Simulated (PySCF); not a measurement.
## Basis-set dependence of excited states

Species: CH2Br2.
SMILES: `BrCBr`

TDDFT with PBE0 (PySCF), vertical singlets, core orbitals frozen in the response, spherical d and f functions. Isolated species at its PBE0-D3(BJ)/def2-SVP geometry, gas phase. Relativistic effects, spin–orbit coupling among them, are left out although an element past zinc is present.

Task: How do the low singlets change with the basis? Take 6-31G*, def2-SVP, aug-cc-pVDZ, def2-SVPD, def2-TZVP, def2-TZVPD and aug-cc-pVTZ.

Result: 

```tsv
basis	functions	diffuse	S1 (eV)	S2 (eV)	S3 (eV)	S4 (eV)	S5 (eV)	LUMO (eV)	α (au)
6-31G*	82	no	5.72	5.81	6.08	6.27	7.15	-0.93	41.1
def2-SVP	88	no	5.80	5.93	6.18	6.38	7.13	-0.72	40.9
aug-cc-pVDZ	113	yes	5.57	5.68	5.97	6.14	6.85	-1.21	55.9
def2-SVPD	118	yes	5.60	5.71	5.99	6.17	6.83	-1.18	57.5
def2-TZVP	139	no	5.70	5.82	6.10	6.26	7.03	-0.97	50.9
def2-TZVPD	169	yes	5.57	5.68	5.97	6.14	6.85	-1.18	58.2
aug-cc-pVTZ	210	yes	5.57	5.67	5.96	6.13	6.83	-1.19	58.0
```

States are compared by their number. Against the largest diffuse basis here (aug-cc-pVTZ, itself not a converged limit), sets without diffuse functions differ by up to 0.23 eV in S1 and 0.32 eV in S5; the smaller diffuse sets differ by up to 0.04 and 0.02 eV. State by state, the largest deviation of a set without diffuse functions is S1 0.23, S2 0.26, S3 0.22, S4 0.25, S5 0.32 eV. The same number needn't mean the same state in each row. Against aug-cc-pVTZ the polarisability deviates by -29% in 6-31G*, -30% in def2-SVP, -4% in aug-cc-pVDZ, -1% in def2-SVPD, -12% in def2-TZVP, 0% in def2-TZVPD.
